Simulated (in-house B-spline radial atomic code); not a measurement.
A fraction x of an electron is moved 3d → 4f in Cd5+, starting from [Kr] 4d7 and keeping the highest spin. Level of theory: scalar-relativistic (X2C) BHandHLYP, spin-polarised, spherical fractional occupations, Fermi nucleus of rms radius 4.6087 fm; calculated with an all-electron radial atomic-structure program (B-spline basis).

Caution: exact exchange at fractional occupations of open shells leaves self-interaction of up to several eV.

```tsv
x	E(x) - E(0) (eV)	3d down level (eV)	4f up level (eV)
0	0.0000	-488.335	-
0.125	57.7413	-491.481	-28.175
0.25	?	?	?
0.375	174.2386	-497.663	-29.026
0.5	232.9810	-500.699	-29.464
0.625	292.0456	-503.697	-29.903
0.75	?	?	?
0.875	411.1232	-509.582	-30.779
1	471.1273	-512.470	-31.214
```

Q: What belongs in the row x = 0.25?

A: An energy change of 115.8234 eV; 3d down at -494.591 eV, 4f up at -28.593 eV.

Q: What belongs in the row x = 0.75?

A: An energy change of 351.4279 eV; 3d down at -506.658 eV, 4f up at -30.342 eV.

Q: Check Janak's theorem between x = 0.375 and 0.5.

A: The slope of the energy is 469.94 eV; the orbital levels give 469.94 eV (ε of the receiving orbital less ε of the emptying one, averaged over the two points).
